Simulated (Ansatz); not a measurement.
The inner images of a band of H2 + H4HfO4 (11 atoms, charge 0, multiplicity 1) are given out of order.

All numbers below come from Ansatz, RKS BLYP/def2-SVP.

Initial state:

```xyz
11
Properties=species:S:1:pos:R:3
Hf -0.400 0.271 -0.601
O 0.490 -1.336 0.081
O -1.167 -0.102 -2.357
O -1.818 0.790 0.637
O 0.908 1.713 -0.750
H 1.608 -1.161 2.373
H 1.967 -1.198 3.050
H 0.849 -2.226 0.198
H -1.609 -0.156 -3.214
H -2.438 1.028 1.337
H 1.609 2.377 -0.754
```

Final state:

```xyz
11
Properties=species:S:1:pos:R:3
Hf -0.240 0.339 0.226
O 1.579 -1.223 -0.146
O -0.731 -1.000 -1.210
O -1.956 1.180 0.594
O 1.064 1.782 0.000
H 1.688 -1.759 0.667
H 0.009 -0.483 1.912
H 1.033 -1.772 -0.761
H -1.561 -1.073 -1.712
H -2.675 1.764 0.871
H 1.791 2.244 -0.442
```

Task: Put them in order from the first end to the last, with their energies above the first end.
A.
```xyz
11
Properties=species:S:1:pos:R:3
Hf -0.002 0.215 -0.048
O 1.464 -1.424 0.194
O -0.802 -0.720 -1.593
O -1.562 1.152 0.669
O 1.227 1.675 -0.498
H 0.855 -1.270 1.242
H 0.165 -0.697 1.823
H 1.265 -2.295 -0.206
H -1.562 -0.601 -2.185
H -2.291 1.336 1.280
H 1.242 2.628 -0.677
```
B.
```xyz
11
Properties=species:S:1:pos:R:3
Hf -0.125 0.329 0.114
O 1.507 -1.410 0.055
O -0.755 -0.889 -1.348
O -1.751 1.281 0.608
O 1.209 1.710 -0.283
H 1.323 -1.693 0.983
H 0.078 -0.479 1.846
H 1.115 -2.101 -0.523
H -1.488 -0.829 -1.984
H -2.569 1.475 1.087
H 1.455 2.606 -0.553
```
C.
```xyz
11
Properties=species:S:1:pos:R:3
Hf 0.060 0.165 -0.448
O 1.191 -1.411 -0.020
O -0.908 -0.393 -2.058
O -1.324 0.830 0.763
O 1.306 1.654 -0.774
H 0.623 -1.135 2.085
H 0.210 -0.764 2.617
H 1.264 -2.357 -0.223
H -1.782 -0.375 -2.476
H -1.984 1.167 1.384
H 1.344 2.620 -0.849
```
D.
```xyz
11
Properties=species:S:1:pos:R:3
Hf 0.088 0.139 -0.232
O 1.378 -1.404 -0.014
O -0.850 -0.597 -1.788
O -1.408 0.965 0.761
O 1.278 1.652 -0.622
H 0.649 -1.118 1.715
H 0.165 -0.701 2.168
H 1.301 -2.339 -0.272
H -1.682 -0.487 -2.272
H -2.153 1.274 1.297
H 1.234 2.615 -0.741
```
E.
```xyz
11
Properties=species:S:1:pos:R:3
Hf -0.320 0.289 -0.627
O 0.673 -1.271 0.028
O -1.209 -0.157 -2.307
O -1.651 0.803 0.705
O 0.924 1.765 -0.920
H 1.318 -1.252 2.480
H 1.521 -1.312 3.218
H 1.113 -2.131 0.063
H -1.727 -0.222 -3.120
H -2.220 1.013 1.457
H 1.577 2.473 -0.976
```
F.
```xyz
11
Properties=species:S:1:pos:R:3
Hf -0.203 0.279 -0.632
O 0.842 -1.269 -0.036
O -1.196 -0.183 -2.249
O -1.451 0.797 0.776
O 1.003 1.766 -1.013
H 0.948 -1.264 2.478
H 0.948 -1.274 3.246
H 1.328 -2.103 0.000
H -1.814 -0.278 -2.985
H -1.991 1.003 1.548
H 1.587 2.525 -1.134
```
G.
```xyz
11
Properties=species:S:1:pos:R:3
Hf -0.048 0.219 -0.593
O 1.020 -1.346 -0.051
O -1.053 -0.257 -2.204
O -1.336 0.756 0.767
O 1.175 1.710 -0.936
H 0.727 -1.154 2.328
H 0.485 -0.950 3.028
H 1.269 -2.280 -0.107
H -1.860 -0.308 -2.736
H -1.873 0.994 1.533
H 1.493 2.617 -1.029
```

Result: E (0.00 eV), F (+0.01 eV), G (+0.06 eV), C (+0.23 eV), D (+0.58 eV), A (+1.22 eV), B (+0.96 eV).

Time of the run: 12 min on 2 threads of Arm Neoverse V1 (shared host), peak memory 0.17 GiB.
